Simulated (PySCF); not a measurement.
CuF2, SMILES [F][Cu+][F] (connectivity only; charge and spin as stated), charge +1, multiplicity 3.

The structure is a stationary point at PBE-D3(BJ)/def2-TZVP. The multiplicity is an assumed one; other spin states were not compared.

These are PBE-D3(BJ)/def2-TZVP (PySCF 2.14.0) values and carry that method's errors.

Frequencies are harmonic and unscaled.

Modes within 1.5 cm⁻¹ of each other (mostly degenerate sets) share a row, with their intensities summed.

| mode | ν (cm⁻¹) | IR (km/mol) | moving atoms (share of kinetic energy) |
|---|---|---|---|
| 1–2 | 93 | 27.6 | F 63 %, Cu 37 % |
| 3 | 536 | 0.0 | F 100 % |
| 4 | 719 | 0.7 | F 63 %, Cu 37 % |
